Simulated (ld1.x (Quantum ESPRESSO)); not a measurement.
Building the TM potential for gold (Au) (LDA (PZ), fully relativistic).

Au, norm-conserving Troullier–Martins (Kleinman–Bylander form), made with ld1.x (Quantum ESPRESSO) 7.5 (LDA (PZ), fully relativistic). Core [Xe] 4f14, reference 5d9 6s2 6p0. Waves: 6s (bound): rc 2.05 bohr; 6p (bound, empty): rc 3.40 bohr; 5d (bound): rc 1.56 bohr. Local part: all-electron potential smoothed inside 2.00 bohr (lloc = -2). Core correction: Bessel-smoothed model core inside 1.70 bohr.

Open shells are filled in proportion to 2j + 1 (rel_dist='average').

Poles of the logarithmic derivatives, all-electron (AE) and pseudo (PS). s: poles at -0.2, 3.6 (AE) and -0.2, 1.6, 4.0 (PS) Ry. p1/2: poles at 0.5, 4.4 (AE) and 0.5, 2.8 (PS) Ry. p3/2: poles at 0.8, 4.9 (AE) and 0.8, 2.5 (PS) Ry. d3/2: poles at -0.7, 2.2 (AE) and -0.7, 2.3 (PS) Ry. d5/2: poles at -0.6, 2.3 (AE) and -0.6, 2.4 (PS) Ry. Test radius 3.71 bohr.

* Cutoffs needed: 45 Ry and 70 Ry (the cutoffs (Ry, on a coarse ladder) from which the occupation-weighted sum of valence levels, in a spherical-Bessel basis at the reference potential, stays within 10 and 1 mRy of its value at 400 Ry)
* Ghost test: no extra level below or beside the all-electron valence levels (s, p1/2, p3/2, d3/2, d5/2, f tested) (spherical-Bessel basis up to 400 Ry, 20 bohr box)
* Largest excitation error: -304 meV (all-electron minus pseudo) for 5d7 6s0 6p0, out of 7 test configurations
